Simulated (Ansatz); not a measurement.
The cluster Sn2O6H4. Charge 0, multiplicity 1. Geometry r2SCAN-D4/def2-SVP, basis def2-TZVP, Ansatz.

| atom | x (Å) | y (Å) | z (Å) |
| --- | --- | --- | --- |
| Sn1 | -0.2451 | -0.3933 | -2.0378 |
| Sn2 | 1.1495 | 0.5706 | 1.4416 |
| O3 | 1.7435 | 1.4732 | -1.1401 |
| O4 | -0.6855 | -2.0725 | -1.0641 |
| O5 | 1.4537 | 0.0988 | -0.6930 |
| O6 | -1.2655 | 0.7862 | -0.2248 |
| O7 | -0.3385 | -0.9028 | 1.4278 |
| O8 | -0.3667 | 1.7343 | 0.4295 |
| H9 | 0.9335 | 1.9327 | -0.7787 |
| H10 | -0.5121 | -1.9858 | -0.1056 |
| H11 | -0.5809 | -1.2835 | 2.2834 |
| H12 | -1.2860 | 0.0420 | 0.4617 |

```csv
run,HOMO (eV),LUMO (eV)
A,-7.47,-1.65
B,-7.71,-1.54
C,-6.41,-2.32
D,-10.00,0.37
E,-6.07,-2.52
```

In the def2 sets Sn takes a core potential; there is no spin–orbit coupling. LC-ωPBE has ω = 0.4 bohr⁻¹. The structure holds 2 bonds between oxygen atoms, so isomers without such links may lie far lower. The structure comes from a short search, and lower isomers may exist.

**Question.** The runs used LC-ωPBE, PBE, PBE0, r2SCAN, r2SCAN0. Estimate which is which.

**Answer.** A PBE0 (25 % exact exchange); B r2SCAN0 (25 % exact exchange); C r2SCAN (0 % exact exchange); D LC-ωPBE (range-separated); E PBE (0 % exact exchange). Exact exchange lowers occupied and raises empty levels; among semilocal functionals meta-GGAs tend to open the gap a little, and such runs are hard to tell apart. The gap grows from 3.55 eV (PBE) to 10.37 eV (LC-ωPBE).
